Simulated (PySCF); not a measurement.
**How methods differ on the excitation energy of P²⁺**

P²⁺ [Ne] 3s2 3p1 (2P) → P²⁺ [Ne] 3s1 3p1 3d1 (high-spin determinant), as a difference of total energies. Computed with PySCF 2.14 in aug-cc-pVQZ-DK (7s6p4d3f2g, 84 functions), with the spin-free X2C one-electron Hamiltonian (Gaussian nucleus). Correlated levels: valence: [Ne] frozen. The calculations carry no spin-orbit coupling.

```json
{"method": "UHF", "excitation energy (eV)": "19.927"}
{"method": "MP2 (valence)", "excitation energy (eV)": "20.835"}
{"method": "SCS-MP2 (valence)", "excitation energy (eV)": "21.310"}
{"method": "CCSD (valence)", "excitation energy (eV)": "20.111"}
{"method": "CCSD(T) (valence)", "excitation energy (eV)": "19.834"}
```

**Question.** How much does correlation contribute at CCSD(T) (valence)?

**Answer.** 19.834 − (19.927) = -0.093 eV, measured against UHF.

A first-order spin-orbit estimate (lowest level to lowest level, LS coupling) adds 0.010 eV.

The promoted electron is Rydberg-like, and one or two diffuse shells describe it only roughly, which tends to raise the upper state.

The coupled-cluster amplitudes are large for the upper state (T1 above 0.03 or a double amplitude above 0.15), so a single reference is strained.

The determinant of the upper state mixes LS terms, which raises its energy above the lowest term, most at the Hartree-Fock and MP2 levels.
